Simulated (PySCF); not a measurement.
Hf(OH)4 (H₄HfO₄), SMILES [OH][Hf]([OH])([OH])[OH], multiplicity 1.

Geometry optimised at B3LYP-D3(BJ)/def2-SVP. The multiplicity is an assumed one; other spin states were not compared. The isomer is the one that the SMILES or the coordinates give; other isomers of the formula were not compared. The def2 effective core potentials stand for the cores of Hf; spin–orbit coupling is left out. One conformer was computed; it need not be the lowest.

Level of theory: HF/def2-TZVP (PySCF).

### Question
Estimate the frontier levels, gap, dipole moment and polarisability. (Estimate from the structure and the level; the computed values follow.)

### Answer

The highest occupied level is -12.73 eV and the lowest empty level comes out as 2.25 eV. The orbital gap comes out as 14.98 eV. The dipole moment comes out as 0.00 D. The quadrupole, principal values (traceless, Buckingham form, about the centre of nuclear charge) comes out as 0.00, 0.00, 0.00 D·Å and the mean static polarisability is 41.2 bohr³ (6.11 Å³). The polarisability, principal values is 41.2, 41.2, 41.2 bohr³.
